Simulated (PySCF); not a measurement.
Can point charges reproduce the dipole moment of `[H]/N=C\[C@@H]1CCC[C@H]2C[C@H]21`?

Coordinates (GFN2-xTB, Å) and charges (e) from the PBE0/pcSseg-1 density (PySCF):

```csv
atom,x,y,z,Mulliken,IAO,Hirshfeld,ESP-fitted
H1,3.609,0.456,-0.636,+0.1528,+0.2355,+0.1030,+0.3589
N2,3.355,0.309,0.342,-0.3379,-0.4345,-0.2416,-0.7578
C3,2.126,0.185,0.553,+0.1020,+0.0497,+0.0535,+0.3161
C4,1.004,0.222,-0.451,-0.2562,-0.1430,-0.0275,+0.1603
C5,0.067,1.402,-0.148,-0.1820,-0.2582,-0.0655,-0.3117
C6,-0.872,1.099,1.014,-0.2077,-0.2516,-0.0688,+0.0399
C7,-1.845,-0.015,0.632,-0.1482,-0.2586,-0.0664,-0.2502
C8,-1.114,-1.241,0.120,-0.2432,-0.1398,-0.0380,-0.0494
C9,-0.856,-1.392,-1.352,-0.1116,-0.2973,-0.0942,-0.4001
C10,0.284,-1.115,-0.419,-0.1985,-0.1437,-0.0413,-0.1634
H11,1.833,0.021,1.586,+0.1043,+0.1342,+0.0433,+0.0516
H12,1.445,0.368,-1.448,+0.1173,+0.1290,+0.0362,+0.0007
H13,0.674,2.283,0.078,+0.1293,+0.1398,+0.0395,+0.0876
H14,-0.528,1.629,-1.036,+0.1180,+0.1293,+0.0378,+0.1182
H15,-1.433,1.998,1.276,+0.1194,+0.1366,+0.0407,+0.0334
H16,-0.295,0.799,1.890,+0.1190,+0.1268,+0.0354,+0.0295
H17,-2.527,0.357,-0.138,+0.1140,+0.1294,+0.0354,+0.1042
H18,-2.448,-0.286,1.500,+0.1220,+0.1417,+0.0424,+0.0876
H19,-1.333,-2.152,0.664,+0.1190,+0.1435,+0.0442,+0.1138
H20,-1.181,-0.592,-2.001,+0.1202,+0.1383,+0.0439,+0.1656
H21,-0.931,-2.371,-1.802,+0.1272,+0.1496,+0.0466,+0.1565
H22,0.955,-1.946,-0.224,+0.1209,+0.1433,+0.0419,+0.1088
```

Question: Compute μ = Σ q r for each scheme (1 e·Å = 4.803 D) and compare with the dipole of the full density.

Answer: The full density gives (-2.32, 0.02, -1.12) D, 2.57 D in size; dipole vectors point from the negative to the positive end.

```
    scheme     μx     μy     μz  size (D)  share of the full size (%)  angle to the full dipole (°)
  Mulliken  -2.79   0.64  -0.50      2.91                         113                            20
       IAO  -1.93   0.00  -0.54      2.01                          78                            10
 Hirshfeld  -1.45  -0.01  -0.30      1.48                          57                            14
ESP-fitted  -2.34   0.02  -1.13      2.60                         101                             0
```

Question: Which set comes closest?

Answer: Length of the difference vector: ESP-fitted 0.03 D, IAO 0.69 D, Mulliken 1.00 D, Hirshfeld 1.19 D. Closest: ESP-fitted. 

Question: What is left for the Hirshfeld atoms' own dipoles?

Answer: The shares of the density sum to the whole, so what Σ q r misses lies in dipoles about the nuclei. The atomic dipoles sum to (-2.32, 0.02, -1.12) − (-1.45, -0.01, -0.30) = (-0.87, 0.03, -0.82) D, 1.19 D in size.

Question: With the origin at the mean of the coordinates, (0.000, 0.001, 0.000) Å, which are the largest single terms, by size, of the IAO dipole along the direction of the full one?

Answer: N2 +6.61, H1 -3.36, C9 -1.93, C7 -1.72, H11 -1.51 D; all 22 atoms together +1.98 D. The single terms depend on the origin, their sum doesn't.

Question: Give the size of the full dipole in other units.

Answer: 2.57 D = 1.012 au = 0.535 e·Å = 8.58 × 10⁻³⁰ C·m.

One conformer (not necessarily the lowest) at the GFN2-xTB geometry, without solvent, vibrations or thermal averaging.
